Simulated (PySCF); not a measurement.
Isomers of C3H5FN2Si, mass 116.021 u with the commonest isotopes. Theory: CAM-B3LYP/def2-SVPD in PySCF (dipole) on a GFN2-xTB geometry, gas phase. One conformer each, none proved a minimum here; rigid rotors.

**Question.** Order these by rotational constant C, largest first.
A. `Fc1cnn([SiH3])c1`
B. `[F:1][SiH2:2][c:3]1[cH:4][nH:5][cH:6][n:7]1` with F1–Si2–C3–C4 0°
C. `[N:1]#[C:2][C@@H:3]([F:4])/[CH:5]=[N:6]\[SiH3:7]` with C2–C3–C5–N6 71°

**Answer.** B (1142 MHz), A (1111 MHz), C (1086 MHz).

**Question.** Order these by dipole moment, smallest first.
A. `[N:1]#[C:2][C@@H:3]([F:4])/[CH:5]=[N:6]\[SiH3:7]` with C2–C3–C5–N6 71°
B. `[F:1][SiH2:2][c:3]1[cH:4][nH:5][cH:6][n:7]1` with F1–Si2–C3–C4 0°
C. `Fc1cnn([SiH3])c1`

**Answer.** C (2.45 D), A (2.70 D), B (4.01 D).

**Question.** Order these by rotational constant A, smallest first.
A. `[F:1][SiH2:2][c:3]1[cH:4][nH:5][cH:6][n:7]1` with F1–Si2–C3–C4 0°
B. `c1n(ncc1F)[SiH3]`
C. `[N:1]#[C:2][C@@H:3]([F:4])/[CH:5]=[N:6]\[SiH3:7]` with C2–C3–C5–N6 71°

**Answer.** C (3415 MHz), A (6173 MHz), B (7043 MHz).

```json
{"SMILES": "F[SiH2]c1c[nH]cn1", "point group": "Cs", "Ia (u·Å²)": "81.87", "Ib (u·Å²)": "366.87", "Ic (u·Å²)": "442.70", "κ": "-0.91", "μa (D)": "3.45", "μb (D)": "2.03", "μc (D)": "0.00"}
{"SMILES": "N#C[C@@H](F)/C=N\\[SiH3]", "point group": "C1", "Ia (u·Å²)": "147.98", "Ib (u·Å²)": "362.50", "Ic (u·Å²)": "465.56", "κ": "-0.74", "μa (D)": "1.25", "μb (D)": "1.85", "μc (D)": "1.51"}
{"SMILES": "Fc1cnn([SiH3])c1", "point group": "–", "Ia (u·Å²)": "71.76", "Ib (u·Å²)": "388.95", "Ic (u·Å²)": "454.73", "κ": "-0.94", "μa (D)": "1.99", "μb (D)": "1.42", "μc (D)": "0.01"}
```
